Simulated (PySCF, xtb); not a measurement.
1,1-dichloroprop-1-ene (C₃H₄Cl₂), SMILES ClC(Cl)=CC.

Harmonic wavenumbers (cm⁻¹) from xtb with GFN2-xTB at its own minimum, in rising order: 105, 200, 213, 264, 419, 426, 576, 793, 804, 999, 1027, 1121, 1244, 1394, 1462, 1467, 1678, 3008, 3023, 3065, 3083.

Task: What does B3LYP-D3(BJ)/def2-SVP (PySCF) give at its own minimum? (The exact figures need the calculation; the answer reports its results.)

Result: 116, 216, 227, 293, 446, 478, 598, 829, 871, 985, 1046, 1130, 1287, 1395, 1453, 1458, 1707, 3025, 3085, 3149, 3176. Paired by order, the mean absolute difference is 32 cm⁻¹ and the zero-point energies are 37.7 and 38.6 kcal/mol.
